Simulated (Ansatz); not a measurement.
Start from `[SiH3][Al]1[CH2][O]1` and change one atom or group to get `[F][Al]1[CH2][O]1`.

Ansatz, PBE0-D4/def2-TZVP geometries, multiplicity 1. 

```json
{"property": "HOMO–LUMO gap (B3LYP/def2-TZVPP) / eV", "`[SiH3][Al]1[CH2][O]1`": "4.33"}
{"property": "HOMO energy (ωB97M-V/def2-TZVPP) / eV", "`[SiH3][Al]1[CH2][O]1`": "-8.48"}
{"property": "size of the dipole moment (ωB97M-V/def2-TZVPP) / D", "`[SiH3][Al]1[CH2][O]1`": "2.94"}
{"property": "LUMO energy (PBE/def2-TZVPP) / eV", "`[SiH3][Al]1[CH2][O]1`": "-2.34"}
{"property": "HOMO energy (B3LYP/def2-TZVPP) / eV", "`[SiH3][Al]1[CH2][O]1`": "-6.11"}
{"property": "HOMO–LUMO gap (PBE/def2-TZVPP) / eV", "`[SiH3][Al]1[CH2][O]1`": "2.82"}
```

(1) What does the change do to each property? (Best estimate.)

## Answers

(1) The calculation gave: 
```tsv
property	`[F][Al]1[CH2][O]1`	shift
HOMO–LUMO gap (B3LYP/def2-TZVPP) / eV	4.76	0.43
HOMO energy (ωB97M-V/def2-TZVPP) / eV	-9.20	-0.72
size of the dipole moment (ωB97M-V/def2-TZVPP) / D	1.85	-1.09
LUMO energy (PBE/def2-TZVPP) / eV	-2.55	-0.21
HOMO energy (B3LYP/def2-TZVPP) / eV	-6.75	-0.64
HOMO–LUMO gap (PBE/def2-TZVPP) / eV	3.10	0.28
```

With PBE0 the HOMO falls by 0.64 eV and the LUMO falls by 0.08 eV, so the gap widens by about 0.56 eV. PBE moves the HOMO by -0.50 eV and ωB97M-V by -0.72 eV. The zero-point energy changes by -57.8 kJ/mol with -9 modes. Dipoles are sizes alone; their direction can turn.

B3LYP here is the variant with VWN-RPA as its local correlation; programs differ in this.
